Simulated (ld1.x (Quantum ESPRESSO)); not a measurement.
# Cs: one change to a TM potential, before and after

* Element: caesium
* Generator: ld1.x (Quantum ESPRESSO) 7.5
* Type: norm-conserving Troullier–Martins (Kleinman–Bylander form)
* Functional: PBEsol
* Relativity: scalar-relativistic
* Frozen core: [Kr] 4d10 5s2
* Valence charge: 7
* Reference configuration: 5p6 5d0 6s1 6p0
* Partial waves: 6s (bound): rc 3.10 bohr; 5p (bound): rc 2.85 bohr; 5d (bound, empty): rc 4.20 bohr
* Local potential: all-electron potential smoothed inside 2.40 bohr (lloc = -2)
* Core correction: a·sin(br)/r model core inside 2.65 bohr

Change: all radii but the core radius scaled by about 1.39 (s 4.30, p 3.94, d 5.82 bohr); local potential all-electron potential smoothed inside 3.32 bohr (lloc = -2).

Cutoffs: the cutoffs (Ry, on a coarse ladder) from which the occupation-weighted sum of valence levels, in a spherical-Bessel basis at the reference potential, stays within 10 and 1 mRy of its value at 400 Ry; they do not see the model core or the augmentation charge, which bear on the density cutoff. Errors are all-electron minus pseudo energies relative to the spin-unpolarised reference configuration.

Question: Predict the effect on cutoff, ghosts and configuration errors.

Answer: The potential gets softer (15 Ry and 18 Ry → 8 Ry and 10 Ry); the bound ghost in p, s disappears; the number of tests that count goes from 5 to 6; of the 5 tests that both files solve, the error grows in 1 and shrinks in 4 by more than 15 % and 0.3 meV (median size 2.3 → 1.6 meV). A larger radius leaves more room for a smooth pseudo-wave, so fewer plane waves are needed.

```tsv
quantity	base	changed
cutoff, loose	15 Ry	8 Ry
cutoff, tight	18 Ry	10 Ry
loose cutoff by channel (10 mRy a level)	s 6 Ry, p 6 Ry	s 6 Ry, p 8 Ry
bound ghosts	p, s	none
tests counted (converged, no solver errors)	5 of 6	6 of 6
error for 5p6 5d0 6s0 6p0, meV [ΔE 3.79 eV]	-4.1	-1.6
error for 5p6 5d0 6s0.5 6p0, meV [ΔE 1.46 eV]	-1.4	+1.7
error for 5p5 5d0 6s1 6p0, meV [ΔE 17.89 eV]	-853	+441
error for 5p6 5d0.5 6s0.5 6p0, meV [ΔE 0.84 eV]	-0.9	-0.3
error for 5p6 5d1 6s0 6p0, meV [ΔE 1.66 eV]	-2.3	-0.8
```

Base: Tests not counted: 5p6 5d0 6s0 6p1 (solver errors, printed error -1.2 eV). ld1.x printed “convergence not achieved” for 1 of the counted tests; its residual had stalled under 1e-8, short of the target of 1e-14. Changed file: ld1.x printed “convergence not achieved” for 1 of the counted tests; its residual had stalled under 1e-8, short of the target of 1e-14. A true bound ghost makes a file unfit for plane-wave use even where its test errors are small: the radial tests pick states by their node count and pass the ghost by. Where a test does run into it, the solver fails or the error is huge.
